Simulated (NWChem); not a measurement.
# CH$_{4}$N$_{2}$OSi; SMILES N[SiH2]N=C=O

```xyz
9

N     -0.7689     2.1613     0.0024
Si     0.5758     1.0902     0.0039
N      0.1966    -0.6003     0.0017
C     -0.1294    -1.7545    -0.0012
O     -0.4456    -2.8918    -0.0040
H     -1.3296     2.2854     0.8367
H     -1.3265     2.2870    -0.8337
H      1.3567     1.3421    -1.2273
H      1.3521     1.3398     1.2385
```
Atoms are numbered in this order, from 1.

Level: B3LYP/6-31G* (spherical d) (NWChem), optimised geometry, unscaled harmonic frequencies. 

```tsv
frequency (cm⁻¹)	IR intensity (km/mol)
51	0.5
59	0.0
249	15.4
279	24.2
419	237.1
558	34.7
578	161.5
605	30.5
610	29.6
812	21.0
862	26.6
930	67.0
944	148.6
945	393.0
1501	32.9
1627	53.2
2289	169.5
2295	171.7
2425	1327.6
3566	24.2
3658	25.3
```

```
Property                                                                           Result
-----------------------------------------------------------------------  ----------------
zero-point energy                                                           36.1 kcal/mol
thermal correction to the enthalpy at 298.15 K (with zero-point energy)     40.9 kcal/mol
heat capacity Cv                                                         21.7 cal/(mol K)
entropy at 298.15 K and 1 atm (symmetry number 1)                        81.8 cal/(mol K)
dipole moment                                                                      2.62 D
```

Rigid rotor and harmonic oscillator; modes under 100 cm⁻¹ make the entropy uncertain.
